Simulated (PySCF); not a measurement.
Worked example: entropy of an ideal gas

Ga(H)2(SeH) (GaH₃Se), SMILES [SeH][GaH2].

Geometry: PBE0-D3(BJ)/def2-TZVP.

PBE0-D3(BJ)/def2-TZVP in PySCF 2.14.0 gives the harmonic wavenumbers 295, 372, 407, 584, 642, 727, 1997, 2010, 2448 cm⁻¹ and the rotational temperatures 4.0102, 0.1163, 0.1130 K. The molar mass is 151.72 g/mol, the symmetry number 1, the spin multiplicity 1.

Problem. Work out the entropy at 298.15 K and 1 atm in the rigid-rotor, harmonic-oscillator model.

Solution. 
Translation (Sackur–Tetrode at 1 atm): S = R[1.5 ln M + 2.5 ln T − 1.16487] = 171.4 J/(mol K).
Rotation: q = (√π/σ) T^1.5/√(θA θB θC) = 39700, S = R[ln q + 3/2] = 100.5 J/(mol K).
Vibration: with u = 1.4388 ν/T, each mode gives R[u/(e^u − 1) − ln(1 − e^−u)]:
```
ν (cm⁻¹)  modes     u  S (J/(mol K))
--------  -----  ----  -------------
295           1  1.42           6.05
372           1  1.80           4.48
407           1  1.96           3.92
584           1  2.82           2.00
642           1  3.10           1.60
727           1  3.51           1.15
1997          1  9.64           0.01
2010          1  9.70           0.01
```
The stiffer modes add less than 0.005 each. Sum 19.2 J/(mol K).
Spin: R ln 1 = 0.0 J/(mol K).
Total 291.1 J/(mol K); the program's own thermochemistry gives 291.1. Translation makes up 59 % and vibration 7 %. Anharmonicity, hindered rotation and orbital degeneracy are left out.
